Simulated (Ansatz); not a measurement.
K₆, relaxed as a singlet with RKS PBE0/def2-SVP in Ansatz, starting from the GFN2-xTB geometry. Force threshold 0.02 eV/Å.

The restricted singlet is unstable towards broken spin symmetry at other levels; at PBE0/def2-SVP this wasn't settled. The structure comes from a short search, and lower isomers may exist.

Start:

```tsv
atom	x (Å)	y (Å)	z (Å)
K1	3.610	1.458	-0.369
K2	-0.636	4.615	1.246
K3	-3.433	-1.549	0.462
K4	-1.230	1.384	0.031
K5	-0.880	-3.980	-0.434
K6	2.570	-1.928	-0.936
```

Problem. Estimate the energy that the relaxation releases and the steps that it takes.

Solution. 80.7 kJ/mol, in 17 steps; 86 s on 4 threads of Arm Neoverse V1 on a shared host. The force fell under the threshold at step 8, but the optimiser went on and released 0.130 eV more. No frequencies were taken in this run, so the end may be a saddle point.

Problem. Does the start keep its bonding?

Solution. Bonds formed: K1–K2, K2–K3, K4–K5 (atoms count from 1). Metal–metal contacts that move far: K4–K6 5.13 to 4.41 Å.

Problem. Predict the relaxed structure.

Solution. 
Cartesian coordinates in Å:
```
K 3.077 2.199 0.236
K -1.084 3.439 1.495
K -3.694 -0.300 1.242
K -0.448 0.420 -1.632
K -0.995 -3.648 -0.137
K 3.144 -2.110 -1.204
```
Bond lengths (bridged metal pairs left out): 10 × K–K 4.37 to 4.57 Å.
